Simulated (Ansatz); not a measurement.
NS, doublet, at a GFN2-xTB geometry; B3LYP/pcseg-1 (Ansatz, a program for electronic structure).

Ansatz was given this input:
Ansatz 0.2 input:
```yaml
crystal:
  periodic: [false, false, false]
  atoms:
    - {symbol: N, position_ang: [-0.00000000, -0.00000000, -1.01802837]}
    - {symbol: S, position_ang: [0.00000000, 0.00000000, 0.44538741]}
basis:
  gaussian:
    orbitals: pcseg-1.json
hamiltonian:
  xc: b3lyp
magnetization: {spin_polarized: true, initial_magnetization: 1}
scf: {lower_state_search: full}
```
The basis file holds pcseg-1 in the JSON format of the Basis Set Exchange.

It wrote (shortened):

```
Functional definition: B3LYP
305 factors; integrals over basis functions are off by at most 1.0e-3 eV
mean field evaluation 1: about -12315.9086 eV, gradient 3.9e1 eV
mean field evaluation 2: about -12315.9960 eV, gradient 3.9e1 eV
mean field evaluation 4: about -12322.5440 eV, gradient 4.5e0 eV
mean field evaluation 8: about -12322.6950 eV, gradient 2.5e-1 eV
mean field evaluation 16: about -12322.6956 eV, gradient 9.4e-5 eV
mean field evaluation 32: about -12322.6906 eV, gradient 4.0e-1 eV
mean field evaluation 64: about -12319.4449 eV, gradient 2.4e1 eV
mean field evaluation 96: about -12322.6956 eV, gradient 8.4e-6 eV
mean field -12322.69561597 eV, -452.8507112640 hartree, gradient 4.2e-6 eV, S^2 0.754571; 5 other end points of the search recorded, 0 dependent functions left out
reference -12322.69577343 eV, -452.8507170502 hartree; 12, 11 occupied and 20, 21 virtual orbitals, 305 factors
Total energy: -12322.69577343 eV, -452.8507170502 hartree
```
